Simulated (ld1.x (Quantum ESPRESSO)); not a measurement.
## Before and after: TM potential for samarium (Sm)

* Element: Sm (Z = 62)
* Generator: ld1.x (Quantum ESPRESSO) 7.5
* Type: norm-conserving Troullier–Martins (Kleinman–Bylander form)
* Functional: PBEsol
* Relativity: non-relativistic
* Frozen core: [Kr] 4d10 5s2
* Valence charge: 14
* Reference configuration: 4f6 5p6 5d0 6s2 6p0
* Partial waves: 5p (bound): rc 2.45 bohr; 5d (bound, empty): rc 3.65 bohr; 4f (bound): rc 1.40 bohr; 6s (bound): rc 3.90 bohr
* Local potential: the s channel
* Core correction: none

Change: wave 6s (bound): rc 3.90 bohr becomes 6s (bound): rc 4.26 bohr.

Cutoffs: the cutoffs (Ry, on a coarse ladder) from which the occupation-weighted sum of valence levels, in a spherical-Bessel basis at the reference potential, stays within 10 and 1 mRy of its value at 400 Ry; they do not see the model core or the augmentation charge, which bear on the density cutoff. Errors are all-electron minus pseudo energies relative to the spin-unpolarised reference configuration.

Task: What does the change do?

Result: The potential gets neither clearly harder nor softer (200 Ry and 300 Ry → 200 Ry and 300 Ry); of the 7 tests that both files solve, the error grows in 0 and shrinks in 2 by more than 15 % and 0.3 meV (median size 328.8 → 327.9 meV); neither file shows a bound ghost at the reference potential, the only one tested.

```csv
quantity,base,changed
"cutoff, loose",200 Ry,200 Ry
"cutoff, tight",300 Ry,300 Ry
bound ghosts,none,none
"error for 4f6 5p6 5d0 6s1 6p0, meV [ΔE 5.62 eV]",+2.5,+2.5
"error for 4f6 5p6 5d0 6s0 6p0, meV [ΔE 15.97 eV]",+13,+4.8
"error for 4f5 5p6 5d0 6s0 6p0, meV [ΔE 43.23 eV]",-801,-848
"error for 4f4 5p6 5d0 6s0 6p0, meV [ΔE 89.46 eV]",-3275,-3349
"error for 4f6 5p6 5d1 6s0 6p0, meV [ΔE 6.08 eV]",-32,-26
"error for 4f6 5p6 5d0 6s1 6p1, meV [ΔE 2.08 eV]",-329,-328
"error for 4f6 5p6 5d0 6s0 6p1, meV [ΔE 8.23 eV]",-549,-556
```

Base: These tests converged, but a pseudo level misses the all-electron one widely, so the file describes the atom poorly there or has found another state: 4f4 5p6 5d0 6s0 6p0: empty 6p by 3.3 eV. Changed file: These tests converged, but a pseudo level misses the all-electron one widely, so the file describes the atom poorly there or has found another state: 4f5 5p6 5d0 6s0 6p0: empty 6p by 2.0 eV; 4f4 5p6 5d0 6s0 6p0: empty 6p by 3.3 eV (a node warning on the way).
